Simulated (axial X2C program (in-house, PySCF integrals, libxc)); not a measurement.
**Spin–orbit effects down a group: molecules with Al (ions), HF**

All values come from calculations with an axial X2C code built on PySCF integrals, spin-free (one-electron X2C) or two-component (2c: spin–orbit coupling with atomic mean-field Coulomb and Gaunt terms, which also bring small scalar terms), in Dyall basis sets with cores contracted in-house; open shells are unrestricted.

Basis sets: Al dyall-av3z, O dyall-av3z, S dyall-av3z, Se dyall-acv3z.

```tsv
molecule	spin-free state	Re (Å)	ωe (cm⁻¹)	De (eV)	2c state	Re 2c (Å)	ωe 2c (cm⁻¹)	De 2c (eV)
AlO⁻	M_S = 0, Λ = 0	1.615	1071.4	n/a	Ω = 0	1.615	1071.5	n/a
AlS⁻	M_S = 0, Λ = 0	2.091	599.0	3.43	Ω = 0	2.092	598.9	3.35
AlSe⁻	M_S = 0, Λ = 0	2.226	461.0	3.04	Ω = 0	2.226	460.4	2.95
```

Problem. Work out the shifts from the spin-free to the two-component result.

Solution. 

```csv
molecule,2c state,ΔRe (Å),Δωe (cm⁻¹),ΔDe (eV)
AlO⁻,Ω = 0,0.000,0.1,n/a
AlS⁻,Ω = 0,0.001,-0.1,-0.08
AlSe⁻,Ω = 0,0.000,-0.6,-0.09
```

Shifts of one unit in the last digit are rounding.

Fragments in 2c: Al- + O, S- + Al, Se- + Al. Each entry is the lowest single determinant of a limited PBE0 search at one distance. De goes to single-determinant-based atoms at the same level (for ions the charge split of lowest energy) and is withheld (n/a) where an atom does not fit its ground term or J level. Main or longest-lived isotopes. Some light 2c atoms are not at their ground J level, so De misses part of their lowering (0.04 eV or less).
